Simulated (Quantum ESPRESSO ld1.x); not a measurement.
Nd XXII, 39 electrons, occupied as [Kr] 4d3 (the NIST ground configuration). All-electron calculation, non-relativistic Kohn-Sham, LDA (Slater exchange, Perdew-Wang correlation), spin-polarised, spherical densities, point nucleus; open shells are filled with parallel spins first; relativity is left out, which matters for an element this heavy. Program: ld1.x of Quantum ESPRESSO 7.5. Some entries of the table are withheld. Estimate them.

| orbital | occ. | eigenvalue (Ry) | r(max) (bohr) | <1/r> (bohr^-1) |
|---|---|---|---|---|
| 1s up | 1 | -3062.71 | 0.01678 | 59.42 |
| 1s down | 1 | -3062.70 | 0.01678 | 59.42 |
| 2s up | 1 | -516.569 | 0.09218 | 13.76 |
| 2s down | 1 | -516.413 | 0.09217 | 13.76 |
| 2p up | 3 | -492.099 | 0.07181 | 13.78 |
| 2p down | 3 | -491.975 | 0.07180 | 13.78 |
| 3s up | 1 | -144.141 | 0.2579 | 5.164 |
| 3s down | 1 | -144.029 | 0.2578 | 5.167 |
| 3p up | 3 | -133.489 | 0.2446 | 5.104 |
| 3p down | 3 | -133.376 | 0.2446 | 5.107 |
| 3d up | 5 | -113.728 | 0.1958 | 4.998 |
| 3d down | 5 | -113.588 | 0.1959 | 4.999 |
| 4s up | 1 | -57.6068 | 0.5720 | 2.371 |
| 4s down | 1 | -57.2000 | 0.5719 | 2.369 |
| 4p up | 3 | (1) | 0.5746 | (2) |
| 4p down | 3 | (3) | 0.5744 | (4) |
| 4d up | 3 | -45.7971 | (5) | 2.176 |
| 4d down | 0 | -45.3972 | (6) | 2.173 |

Answer. 
(1) 4p up eigenvalue (Ry): -53.3497
(2) 4p up <1/r> (bohr^-1): 2.307
(3) 4p down eigenvalue (Ry): -52.9459
(4) 4p down <1/r> (bohr^-1): 2.304
(5) 4d up r(max) (bohr): 0.5711
(6) 4d down r(max) (bohr): 0.5710
